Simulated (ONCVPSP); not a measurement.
## Which setting gave this result? (vanadium, ONCV)

Base potential:

| Quantity | Value |
| --- | --- |
| Element | vanadium (V) |
| Generator | ONCVPSP 4.0.1 |
| Type | optimised norm-conserving Vanderbilt (ONCV) |
| Functional | PBE |
| Relativity | scalar-relativistic |
| Frozen core | [Ne] |
| Valence charge | 13 |
| Reference configuration | 3s2 3p6 3d3 4s1.75 4p0.25 |
| Partial waves | 3s+4s: rc 1.65 bohr, ncon 4, nbas 9, qcut 6.8 1/bohr, 2 projectors; 3p+4p: rc 1.60 bohr, ncon 3, nbas 7, qcut 9.8 1/bohr, 2 projectors; 3d: rc 1.10 bohr, ncon 3, nbas 8, qcut 10.1 1/bohr, 2 projectors, debl 2.9 Ha; f scattering state at 0.05 Ha: rc 1.75 bohr, ncon 3, nbas 6, qcut 7.3 1/bohr, 2 projectors, debl 0.5 Ha |
| Local potential | polynomial inside 0.95 bohr (lpopt 3, dvloc0 4 Ha) |
| Core correction | Teter function fitted to the true core (icmod 2), fcfact 0.35 |

Cutoffs, loose and tight: the cutoffs (Ha) at which the residual kinetic energy of the hardest occupied pseudo-wave falls to 1 and 0.1 mHa per electron. They do not see the model core or the augmentation charge, which bear on the density cutoff. Test errors are all-electron minus pseudo excitation energies from the reference, over the configurations 3s2 3p6 3d3 4s2 4p0; 3s2 3p6 3d3 4s1 4p0; 3s2 3p6 3d3 4s0 4p0; 3s2 3p6 3d4 4s1 4p0; variants that change the core or the reference have their own tests.

Only the scale of all radii but the core radius (base = 1) is moved:

```json
{"scale of all radii but the core radius (base = 1)": "0.76", "cutoff, loose": "330 Ha", "cutoff, tight": "564 Ha", "bound ghosts": "none", "largest test error (meV)": "+9.6"}
{"scale of all radii but the core radius (base = 1)": "0.85", "cutoff, loose": "163 Ha", "cutoff, tight": "368 Ha", "bound ghosts": "none", "largest test error (meV)": "+7.5"}
{"scale of all radii but the core radius (base = 1)": "0.91", "cutoff, loose": "77 Ha", "cutoff, tight": "270 Ha", "bound ghosts": "none", "largest test error (meV)": "+6.5"}
{"scale of all radii but the core radius (base = 1)": "0.97", "cutoff, loose": "52 Ha", "cutoff, tight": "222 Ha", "bound ghosts": "none", "largest test error (meV)": "+5.5"}
{"scale of all radii but the core radius (base = 1)": "1.03", "cutoff, loose": "48 Ha", "cutoff, tight": "148 Ha", "bound ghosts": "none", "largest test error (meV)": "+4.7"}
{"scale of all radii but the core radius (base = 1)": "1.13", "cutoff, loose": "44 Ha", "cutoff, tight": "50 Ha", "bound ghosts": "none", "largest test error (meV)": "+4.0"}
{"scale of all radii but the core radius (base = 1)": "1.2", "cutoff, loose": "42 Ha", "cutoff, tight": "47 Ha", "bound ghosts": "none", "largest test error (meV)": "+4.0"}
{"scale of all radii but the core radius (base = 1)": "1.25", "cutoff, loose": "41 Ha", "cutoff, tight": "46 Ha", "bound ghosts": "none", "largest test error (meV)": "+4.1"}
{"scale of all radii but the core radius (base = 1)": "1.31", "cutoff, loose": "39 Ha", "cutoff, tight": "44 Ha", "bound ghosts": "none", "largest test error (meV)": "+4.2"}
```

Question: One more run gave cutoff, loose: 45 Ha; cutoff, tight: 55 Ha; bound ghosts: none; largest test error (meV): +4.1. Which value of the scale of all radii but the core radius (base = 1) was used?

Answer: 1.1. The loose cutoff moves one way along this sweep, from 330 Ha at 0.76 to 39 Ha at 1.31, which places the run between 1.03 and 1.13.
